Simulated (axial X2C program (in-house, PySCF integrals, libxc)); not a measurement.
# Spectroscopic constants of HfTe

Calculated with an in-house relativistic program for diatomic molecules. Spin-free means the one-electron spin-free X2C Hamiltonian; two-component (2c) means X2C with spin–orbit coupling and atomic mean-field two-electron Coulomb and Gaunt terms, so the difference of the two also holds small scalar two-electron terms. Basis: Hf dyall-cv3z [13s14p9d7f4g], Te dyall-cv3z [11s12p8d4f1g] (cores contracted in-house); Gaussian nuclei, density fitting, unrestricted open shells. Masses: Hf 179.947 u, Te 129.906 u.

Input:
```json
{
 "zs": [
  72,
  52
 ],
 "q": 0,
 "bas": [
  "dyall-cv3z",
  "dyall-cv3z"
 ],
 "levels": [
  "PBE0",
  "HF",
  "TPSSh"
 ],
 "cc": true,
 "r0": 2.56,
 "thr": -1.0,
 "nmax": 110,
 "npts": 10,
 "nst": 2,
 "ntry": 8
}
```
```bash
python so2c.py task.json out
```

Keys: zs atomic numbers; q charge; bas basis sets; levels methods; cc coupled cluster on or off; r0 starting distance in Å; thr threshold in hartree for freezing inner shells (an s shell follows its p shell); nmax most natural virtual spinors; npts points on the curve; nst determinants followed; ntry starts of the search. HF also brings MP2.

State, spin-free: M_S = 0, Λ = 0 (closed shell); electrons by block: σα: 24, σβ: 24, π+α: 13, π+β: 13, π-α: 13, π-β: 13, δ+α: 5, δ+β: 5, δ-α: 5, δ-β: 5, φ+α: 1, φ+β: 1, φ-α: 1, φ-β: 1. Fragments: Hf + Te.

State, 2c: Ω = 0 (closed shell); electrons by block: 1/2: 37, -1/2: 37, 3/2: 18, -3/2: 18, 5/2: 6, -5/2: 6, 7/2: 1, -7/2: 1. Fragments: Hf + Te.

```csv
Hamiltonian,level,Re (Å),ωe (cm⁻¹),ωexe (cm⁻¹),Be (cm⁻¹),αe (cm⁻¹),De (eV),D0 (eV),k (mdyn/Å),μ (D)
spin-free,PBE0,2.499,264.7,0.322,0.03578,6.08e-05,4.36,4.34,3.11,-4.18
spin-free,HF,2.525,270.8,0.283,0.03506,5.25e-05,1.90,1.89,3.26,-5.80
spin-free,MP2,2.532,261.9,0.259,0.03487,5.5e-05,4.35,4.33,3.05,n/a
spin-free,CCSD,2.535,262.1,0.292,0.03478,5.52e-05,3.91,3.89,3.05,n/a
spin-free,CCSD(T),2.552,250.2,0.326,0.03431,6.07e-05,4.28,4.27,2.78,n/a
spin-free,TPSSh,2.506,259.3,0.335,0.03559,6.3e-05,4.47,4.46,2.99,-4.07
2c,PBE0,2.503,261.3,0.341,0.03567,6.29e-05,n/a,n/a,3.04,-4.10
2c,TPSSh,2.509,256.3,0.352,0.03549,6.49e-05,n/a,n/a,2.92,-4.00
```

Correlated methods: 10 electrons correlated (number of frozen shells: Hf 5 s, 4 p, 2 d, 1 f; Te 4 s, 3 p, 2 d), 366 virtual spin orbitals or spinors in MP2, 110 natural virtuals in coupled cluster.

Dipoles are positive if Te is the positive end.

The state is one determinant whose occupation by symmetry is held fixed; it was picked as the lowest of a PBE0 search that is not exhaustive. The closed shell is kept restricted, so the energy runs too high when the bond is stretched far. Dissociation energies refer to the lowest single-determinant-based atoms at the same level and basis. De is not given where an atomic determinant may have missed its ground term or J level, or where the truncated virtual space spoils (T). Coupled cluster ran in a truncated set of natural virtual spinors; the MP2 energy of the rest was added. (T) has no such correction and the atoms are truncated less, which lowers De at CCSD(T) by a hundredth of an eV or more. Other states lie close and PBE0, whose exact exchange favours high spin, may order them wrongly; the determinant shown need not be the ground state. The nearest other spin-free determinant of the search, M_S = 1, Λ = 2, lies 0.40 eV up at the distance of the search. Without a current term, density functionals place determinants with orbital angular momentum somewhat too high. The outer-core s and p shells of the metal are frozen in the correlated rows, which leaves out core–valence correlation; for alkali and alkaline-earth bonds that tends to lengthen them. The T1 diagnostic is large, a sign of multireference character. With the outer-core shells frozen, correlated bond lengths of heavy atoms tend to come out a few hundredths of an ångström too long.

No reliable constants came from CCSD (2c), CCSD(T) (2c), HF (2c), MP2 (2c): no minimum in range, unconverged points, a curve that is not smooth, a change of character along it, or the two Hamiltonians disagreeing along it.

Rough cost a point (2c) on 1 thread(s) of a shared host, integrals apart: PBE0 2.5 s, TPSSh 3 s.

The whole task took 7.4 min on 1 thread of Arm Neoverse V2, on a shared host.
